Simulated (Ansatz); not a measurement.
Isomers of Tl₄H₅ (doublet), relaxed with PBE-D4/def2-SVP; total energies from Ansatz at PBE-QIDH/def2-TZVP.

```
isomer                                                description  energy (Eh)
     A                    point group Cs; 7 × H–Tl 1.97 to 2.10 Å   -692.10058
     B                           point group C2v; 6 × H–Tl 2.07 Å   -692.09678
     C  point group Cs; 1 × Tl–Tl 3.48 Å; 4 × H–Tl 1.86 to 1.93 Å   -692.08830
     D                    point group Cs; 3 × H–Tl 1.92 to 1.97 Å   -692.10681
```

In the def2 sets Tl takes a core potential; there is no spin–orbit coupling. Correlated methods freeze 16 core orbitals; core or outer-core shells of Tl are correlated, in sets that lack core-valence functions.

The isomers come from a short search, and lower ones may exist.

**Question.** Work out the relative energies (1 Eh = 2625.5 kJ/mol) and the Boltzmann populations at 298 K from electronic energies alone (R = 8.314 J/mol/K).

**Answer.** ΔE: A 16.4, B 26.3, C 48.6, D 0.0 kJ/mol. RT = 2.48 kJ/mol. Factors exp(−ΔE/RT): A 0.00134, B 2.48e-05, C 3.08e-09, D 1; sum 1.001. Populations: A 0.1 %, B 0.0 %, C 0.0 %, D 99.9 %. Zero-point energy, vibrational entropy and symmetry numbers are left out and can shift these; an error of 4 kJ/mol changes a ratio by a factor of 5.0. Over the other density-functional and correlated levels in def2 sets, the gap between D and A ranges from 11 to 30 kJ/mol.
